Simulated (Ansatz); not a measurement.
SiCl2(SiMe3)2 (C₆H₁₈Cl₂Si₃) was relaxed with PBE0-D4 (def2-SVP) in Ansatz in these states: charge +1 doublet, neutral singlet. The geometries follow in no particular order.

A:

Cartesian coordinates in Å:
```
Si 0.328 -0.966 -0.499
Cl -0.230 -1.605 -2.427
Cl 1.592 -2.433 0.325
Si -1.631 -1.009 0.786
C -2.329 -2.747 0.622
C -1.168 -0.622 2.570
C -2.818 0.275 0.086
H -3.263 -2.861 1.195
H -1.602 -3.488 0.991
H -2.537 -2.977 -0.435
H -0.398 -1.324 2.926
H -0.769 0.399 2.671
H -2.045 -0.711 3.233
H -2.416 1.295 0.192
H -2.998 0.089 -0.985
H -3.790 0.239 0.606
Si 1.656 0.938 -0.819
C 2.268 1.522 0.864
C 3.084 0.400 -1.917
C 0.600 2.250 -1.664
H 2.963 2.370 0.758
H 2.798 0.708 1.383
H 1.433 1.847 1.504
H 3.658 -0.404 -1.431
H 2.704 0.012 -2.875
H 3.767 1.239 -2.127
H 0.170 1.852 -2.597
H -0.230 2.576 -1.019
H 1.202 3.138 -1.917
```

B:

Cartesian coordinates in Å:
```
Si -0.640 -1.181 0.006
Cl -0.694 -2.474 1.596
Cl -1.701 -1.942 -1.574
Si 1.717 -0.890 -0.705
C 2.095 -2.684 -1.058
C 1.627 0.200 -2.209
C 2.592 -0.185 0.776
H 3.142 -2.738 -1.410
H 1.451 -3.094 -1.849
H 2.007 -3.310 -0.159
H 0.919 -0.194 -2.953
H 1.353 1.236 -1.964
H 2.626 0.223 -2.681
H 2.322 0.864 0.966
H 2.399 -0.778 1.683
H 3.680 -0.218 0.585
Si -1.681 0.958 0.705
C -1.607 2.046 -0.801
C -3.377 0.291 1.109
C -0.691 1.515 2.177
H -2.222 2.944 -0.612
H -2.022 1.542 -1.687
H -0.586 2.386 -1.026
H -3.868 -0.151 0.231
H -3.346 -0.452 1.919
H -3.993 1.143 1.452
H -0.605 0.719 2.932
H 0.316 1.861 1.903
H -1.217 2.364 2.648
```

Task: Judge from the bond lengths which geometry belongs to which state (an estimate).

Result: A is the neutral singlet (Si1–Si17 2.343 Å, Si1–Si4 2.343 Å, Si1–Cl2 2.106 Å); B is the charge +1 doublet (Si1–Si17 2.479 Å, Si1–Si4 2.479 Å, Si1–Cl2 2.050 Å).
